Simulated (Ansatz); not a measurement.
`[AlH2][SiH2][GeH3]` + `[NH2][AlH2]` → `[AlH2][NH][SiH2][GeH3]` + `[AlH3]` at 500 K and 1 bar (cleavage of the Si–Al bond).

Program: Ansatz. Geometries: PBE0-D4/def2-TZVP. ΔE: electronic, gas phase. CBS: MP2 limit from def2 TZ/QZ plus the TZ coupled-cluster correction, frozen cores. This one scheme is used for every species. For Ge outer-core shells are correlated without core-valence functions, which leaves a few kJ/mol of doubt a bond. Scalar relativity is left out up to krypton. Each species was taken in one conformer, which may not be the lowest.

```
                 species  CCSD(T)/CBS energy (Eh)  H − E (kJ/mol)  S (J/(mol·K))
    `[AlH2][SiH2][GeH3]`              -2611.38547           190.8          443.7
           `[NH2][AlH2]`               -299.14566           129.9          289.4
`[AlH2][NH][SiH2][GeH3]`              -2666.76326           242.4          472.0
                `[AlH3]`               -243.78045            68.7          232.2
```

H − E and S are ideal-gas, rigid-rotor, harmonic terms from PBE0-D4/def2-TZVP, for one conformer and one mirror image of each species. 1 Eh = 2625.50 kJ/mol, R = 8.31446 J/(mol·K).

Q: By hand: ΔE, ΔH, ΔS and ΔG.

A: ΔE = (-2666.76326) + (-243.78045) − (-2611.38547) − (-299.14566) = -0.01258 Eh = -33.0 kJ/mol. Δ(H − E) = 242.4 + 68.7 − 190.8 − 129.9 = -9.6, so ΔH = -42.6 kJ/mol. ΔS = 472.0 + 232.2 − 443.7 − 289.4 = -28.9 J/(mol·K). ΔG = -42.6 − 500 × (-28.9)/1000 = -28.2 kJ/mol.

Q: By hand: the equilibrium constant, and the temperature at which ΔG would vanish if ΔH and ΔS stayed fixed.

A: log₁₀ K = −ΔG/(RT ln 10) = 2.9. ΔG = 0 at ΔH/ΔS = 1474 K.

TΔS isn't small against ΔH here. A doubt of 5 kJ/mol in ΔE shifts log₁₀ K by 0.5 here. Other conformers and mirror images would add mixing entropy, several J/(mol·K) or more a flexible species. Modes under 60 cm⁻¹, often nearly free rotors, make the harmonic entropy too high. These are equilibria of isolated gas molecules and say nothing of rates. Largest T1 diagnostic: 0.012 (customary marks: 0.02 for closed shells, 0.045 for open ones).
